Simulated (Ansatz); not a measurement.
Basis-set extrapolation for CH5F2NOSi (`OC(F)(F)N[SiH3]`) (PBE0-D4/def2-TZVP geometry, frozen core, Ansatz). Multiplicity 1, RHF reference.

```
                      def2-TZVPP   def2-QZVPP
                 HF  -658.118359  -658.143848
    MP2 correlation    -1.228434    -1.331725
CCSD(T) correlation    -1.301515      not run
```

Energies in hartree. Use E(X) = E(∞) + A·exp(−7.88·√X) for Hartree–Fock and E(X) = E(∞) + B·X^(−2.97) for correlation, with X = 3 and 4, and add CCSD(T) minus MP2 of the smaller set to the MP2 limit.

What is the CCSD(T) energy at the basis-set limit?

HF limit: -658.143848 + (-0.025489) × 0.13774 = -658.14736. MP2 limit: -1.331725 + (-0.103291) × 0.74074 = -1.40824. Higher-order term: -1.301515 − (-1.228434) = -0.07308. Total: -659.62868 hartree, 131.0 kcal/mol below CCSD(T)/def2-TZVPP.
